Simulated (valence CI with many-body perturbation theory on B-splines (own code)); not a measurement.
Pm²⁹⁺: electric-dipole lines

Method: configuration interaction combined with many-body perturbation theory (CI+MBPT): four valence electrons over a frozen Dirac-Fock core [Ar] 3d10, a basis of 11 s, 11 p, 10 d, 8 f, 5 g, 2 h functions for each j, with the one-electron correlation potential Σ1, the two-electron term Σ2, the three-electron term Σ3, Breit, model QED; selected CI, second order for the rest, scaled by the run's own slope (own B-spline code, finite nucleus).

No measured spectrum was set against this ion. As an estimate, large intervals hold to a few tenths of a per cent, small ones and those within an open d or f shell to about a per cent. Among the levels kept, up to 330 cm⁻¹ of a level comes from second order outside the variational space, and about a tenth of that is noise between levels of different J, which matters for small intervals.

Lines 101 to 150 of 560 in falling wavelength, among levels below 3013.4 × 10³ cm⁻¹, chosen from the strongest by gf and those to the six lowest levels. Wavelengths and rates use the calculated energies. Electric multipoles are in the length gauge, E1 and E2 with the static RPA response of the core. Weak lines are less certain than strong ones. Lines between different terms over intervals too small for the method are left out, as are lines whose strength nearly cancels. Where a level lies close to another of its J and parity, the split of strength between their lines is uncertain. The highest levels of a list are the least certain.

Levels are named by their leading jj configuration (3d3/2^4 stands for four electrons in 3d with j = 3/2), which in mixed levels can hold well under half, so a name can repeat and another be missing. Letters in brackets count levels of one name in rising energy.

```csv
λ vac (nm),Upper,Lower,A (s⁻¹),log gf,Branch %
11.79,(4p1/2^2 4p3/2 4d5/2) J=4,(4s 4p1/2^2 4d5/2) J=3,3.26e+10,-0.21,32.2
11.75,(4s 4p1/2^2 4p3/2) J=1,(4s^2 4p1/2^2) J=0,7.19e+10,-0.35,83.6
11.74,(4s 4p1/2 4p3/2 4d5/2) J=2 [a],(4s^2 4p1/2 4d3/2) J=2 [a],1.67e+10,-0.76,15.5
11.73,(4s 4p3/2^2 4d5/2) J=1 [a],(4s^2 4p3/2 4d3/2) J=2,2.78e+10,-0.76,7.0
11.73,(4p1/2 4p3/2^2 4d3/2) J=4,(4s 4p1/2 4p3/2 4d5/2) J=4 [b],1.52e+10,-0.55,17.0
11.72,(4s 4p3/2^2 4d3/2) J=2 [c],(4s^2 4p3/2 4d3/2) J=3,4.52e+10,-0.33,8.3
11.71,(4p1/2 4p3/2^2 4d5/2) J=5,(4s 4p1/2 4p3/2 4d5/2) J=5,9.24e+09,-0.68,18.2
11.69,(4s 4p3/2^2 4d5/2) J=3 [b],(4s^2 4p3/2 4d3/2) J=3,5.31e+10,-0.12,17.3
11.68,(4s 4p3/2^2 4d5/2) J=2 [b],(4s^2 4p3/2 4d5/2) J=2,1.82e+10,-0.73,11.6
11.68,(4p1/2 4p3/2^2 4d5/2) J=4 [b],(4s 4p1/2 4p3/2 4d5/2) J=5,2.64e+10,-0.31,18.9
11.65,(4p1/2 4p3/2^2 4d5/2) J=3 [c],(4s 4p1/2 4p3/2 4d5/2) J=4 [d],6.89e+10,-0.01,37.1
11.63,(4p1/2 4p3/2^2 4d5/2) J=3 [b],(4s 4p1/2 4p3/2 4d5/2) J=4 [c],1.83e+10,-0.59,7.7
11.62,(4s 4p3/2^2 4d3/2) J=0 [a],(4s 4p3/2^3) J=1,9.60e+10,-0.71,16.9
11.61,(4s 4p3/2^2 4d3/2) J=2 [b],(4s^2 4p3/2 4d3/2) J=2,1.99e+10,-0.70,4.9
11.61,(4s 4p1/2 4p3/2 4d5/2) J=1 [b],(4s^2 4p1/2 4d5/2) J=2,6.34e+10,-0.42,19.8
11.60,(4s 4p1/2 4d5/2^2) J=4,(4s 4p1/2 4p3/2 4d5/2) J=3 [c],1.02e+10,-0.73,5.1
11.60,(4s 4p3/2^2 4d5/2) J=4 [b],(4s^2 4p3/2 4d3/2) J=3,1.21e+10,-0.66,4.9
11.59,(4p1/2^2 4p3/2^2) J=0,(4s 4p1/2^2 4p3/2) J=1,9.98e+10,-0.70,66.9
11.57,(4p1/2 4p3/2^3) J=2,(4s 4p1/2 4p3/2^2) J=3,3.19e+10,-0.49,28.6
11.56,(4s 4p3/2^2 4d3/2) J=1 [b],(4s^2 4p3/2 4d3/2) J=2,6.85e+10,-0.39,14.8
11.56,(4p1/2^2 4p3/2 4d5/2) J=1,(4s 4p1/2^2 4d5/2) J=2,6.33e+10,-0.42,30.1
11.55,(4p1/2^2 4p3/2^2) J=2,(4s 4p1/2^2 4p3/2) J=2,7.73e+09,-1.11,15.2
11.55,(4p1/2^2 4p3/2 4d3/2) J=2,(4s 4p1/2^2 4d3/2) J=1,1.70e+10,-0.77,18.2
11.55,(4s^2 4d3/2 4d5/2) J=3,(4s^2 4p3/2 4d5/2) J=3,1.74e+10,-0.61,3.2
11.53,(4p1/2 4p3/2^2 4d3/2) J=4,(4s 4p1/2 4p3/2 4d5/2) J=4 [a],1.15e+10,-0.69,12.9
11.52,(4s 4p3/2^2 4d3/2) J=1 [c],(4s^2 4p3/2 4d3/2) J=0,6.07e+10,-0.44,12.6
11.51,(4p1/2 4p3/2^2 4d3/2) J=2 [a],(4s 4p1/2 4p3/2 4d3/2) J=3 [a],3.06e+10,-0.52,20.5
11.50,(4s 4p1/2 4p3/2^2) J=1 [a],(4s^2 4p1/2 4p3/2) J=1,9.13e+10,-0.27,69.4
11.47,(4s 4p1/2 4p3/2 4d5/2) J=3 [e],(4s^2 4p1/2 4d5/2) J=3,7.42e+10,0.01,25.3
11.47,(4s 4p3/2^2 4d3/2) J=2 [c],(4s^2 4p3/2 4d3/2) J=2,2.27e+10,-0.65,4.1
11.46,(4s 4p1/2 4p3/2 4d3/2) J=1 [d],(4s^2 4p1/2 4d3/2) J=2 [b],3.98e+10,-0.63,9.7
11.43,(4s^2 4d3/2 4d5/2) J=4,(4s^2 4p3/2 4d5/2) J=3,3.20e+10,-0.25,14.7
11.42,(4s^2 4d3/2 4d5/2) J=2,(4s^2 4p3/2 4d5/2) J=1,2.37e+10,-0.64,3.4
11.41,(4p1/2 4p3/2^2 4d5/2) J=2 [e],(4s 4p1/2 4p3/2 4d5/2) J=3 [c],2.04e+10,-0.70,6.2
11.40,(4s 4p3/2^2 4d5/2) J=3 [b],(4s^2 4p3/2 4d5/2) J=4,2.61e+10,-0.45,8.5
11.39,(4s 4p1/2 4p3/2 4f7/2) J=5 [a],(4s 4p1/2 4p3/2 4d5/2) J=4 [d],1.06e+10,-0.65,15.5
11.37,(4s 4p3/2^2 4d5/2) J=3 [c],(4s^2 4p3/2 4d3/2) J=3,3.55e+10,-0.32,11.5
11.37,(4p1/2 4p3/2^2 4d3/2) J=1 [a],(4s 4p1/2 4p3/2 4d3/2) J=2 [a],3.60e+10,-0.68,25.5
11.37,(4s 4p1/2^2 4d3/2) J=1,(4s 4p1/2^2 4p3/2) J=2,3.01e+09,-1.76,15.4
11.36,(4s 4p3/2^2 4d3/2) J=1 [c],(4s^2 4p3/2 4d3/2) J=2,4.90e+10,-0.55,10.2
11.34,(4p1/2 4p3/2^2 4d3/2) J=3,(4s 4p1/2 4p3/2 4d3/2) J=3 [a],1.55e+10,-0.68,9.8
11.32,(4s 4p3/2^2 4d5/2) J=4 [b],(4s^2 4p3/2 4d5/2) J=4,9.42e+10,0.21,38.6
11.31,(4s 4p1/2 4p3/2 4d5/2) J=2 [d],(4s^2 4p1/2 4d5/2) J=3,1.44e+11,0.14,47.4
11.30,(4p1/2 4p3/2^2 4d5/2) J=4 [a],(4s 4p1/2 4p3/2 4d5/2) J=4 [b],2.35e+10,-0.39,23.6
11.30,(4s 4p1/2 4p3/2 4d3/2) J=3 [b],(4s^2 4p1/2 4d3/2) J=2 [a],2.95e+10,-0.40,38.1
11.30,(4s 4p1/2 4p3/2 4d3/2) J=1 [d],(4s 4p1/2 4p3/2^2) J=1 [b],3.91e+10,-0.65,9.5
11.29,(4s 4p3/2^3) J=1,(4s^2 4p3/2^2) J=2,1.01e+11,-0.24,30.6
11.29,(4s 4p1/2 4p3/2^2) J=1 [b],(4s^2 4p1/2 4p3/2) J=2,1.73e+11,-0.01,61.8
11.28,(4s 4p3/2^2 4d5/2) J=2 [c],(4s^2 4p3/2 4d5/2) J=3,9.39e+10,-0.05,13.7
11.27,(4s 4p3/2^2 4d5/2) J=2 [a],(4s^2 4p3/2 4d3/2) J=3,4.66e+10,-0.35,9.6
```
